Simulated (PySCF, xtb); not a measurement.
Si(H)(F)(OH)(OMe) (CH₅FO₂Si), SMILES CO[SiH](F)O.

GFN2-xTB run with xtb 6.7.1 at its own geometry gives an orbital gap of 8.25 eV and a dipole moment of 2.14 D.

Geometry: PBE0-D3(BJ)/def2-SVP. The structure was generated by enumeration, and PubChem lists no compound with its InChIKey, so it may never have been made. The values are those of a single conformer.

Task: What does PBE/def2-TZVP run with PySCF give? (Estimate from the structure and the level; the computed values follow.)

Result: gap 6.97 eV (levels -7.07 and -0.10 eV), dipole 1.65 D.
